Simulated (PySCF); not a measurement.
# How the method changes the constants of LiCa

State: ²Σ⁺ (doublet), unpaired electrons σ ↑. Set-up: basis Li 6-31G(d,p), Ca 6-31G(d,p); no relativity; PySCF 2.14. De refers to Li + Ca in their ground configurations, without counterpoise correction. The functionals are run spin-unrestricted. A positive dipole means Li(−)Ca(+). Levels whose curve was spin-contaminated or gave no clean fit are not listed.

| Level | Re (Å) | ωe (cm⁻¹) | De (eV) | μ (D) |
| --- | --- | --- | --- | --- |
| ROHF-CCSD(T) | 3.423 | 181 | 0.249 | n/a |
| PBE | 3.394 | 201 | 0.421 | -0.38 |
| revPBE | 3.423 | 198 | 0.396 | -0.30 |
| TPSS | 3.416 | 203 | 0.493 | -0.59 |
| r²SCAN | 3.436 | 197 | 0.450 | -0.98 |
| PBE0 | 3.426 | 196 | 0.368 | -0.70 |
| B2PLYP | 3.477 | 173 | 0.210 | -0.59 |

Task: Which functional lies closest to ROHF-CCSD(T) in De, which farthest, and by how much do they differ from it?

Result: Closest is B2PLYP (+5.4 pm in Re, -4.4 % in ωe, -0.04 eV in De against ROHF-CCSD(T) in the same basis), farthest TPSS (-0.7 pm in Re, +12.2 % in ωe, +0.24 eV in De). CCSD(T) converges more slowly with the basis than the functionals do and binds too weakly in this one, so the order can change at the basis-set limit.

Task: What does a quarter of exact exchange do here, going from PBE to PBE0?

Result: PBE0 less PBE: +3.2 pm in Re, -2.5 % in ωe, -0.05 eV in De. Exact exchange removes part of the self-interaction that spreads semilocal densities, and in most molecules shortens and stiffens the bond and lowers De; here Re and ωe go the other way.

Correlated steps freeze 5 core orbitals. The bond is weak. Basis-set superposition, not corrected here, can be much of De in a small basis, most of all at correlated wavefunction levels. Functionals without a dispersion term scatter widely for such bonds, and LDA overbinds them. B2PLYP dipoles, levels and charges come from its SCF part alone. The state was picked by a PBE0 search and need not be the measured ground state.
